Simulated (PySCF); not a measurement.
C4H9N, SMILES C/C=N/CC.

The structure is a stationary point at PBE0-D3(BJ)/def2-SVP. The structure was generated by enumeration; whether it is a known compound was not checked. One conformer was computed; it need not be the lowest.

Two levels are set side by side: TDDFT-PBE/def2-SVPD (PySCF) and TDDFT-PBE0/def2-SVPD (PySCF). Vertical, same geometry. The lowest singlet is HOMO→LUMO 100 % with PBE and HOMO→LUMO 99 % with the other functional; states are paired by order. Differences are taken from unrounded values.

```tsv
quantity	TDDFT-PBE0	TDDFT-PBE	TDDFT-PBE minus TDDFT-PBE0
lowest singlet excitation (eV)	5.17	4.93	-0.24
lowest triplet excitation (TDA) (eV)	4.34	4.18	-0.17
first bright state (f over 0.05) (eV)	7.64	6.74	-0.90
its oscillator strength	0.37	0.11	-0.26
```

Functionals without exact exchange tend to place singlet excitations lower, as here. Differences between two approximate levels are no errors against the true value.

Rough cost on one machine, each run with all the roots and properties that it gave: TDDFT-PBE0 against TDDFT-PBE about 4 times.
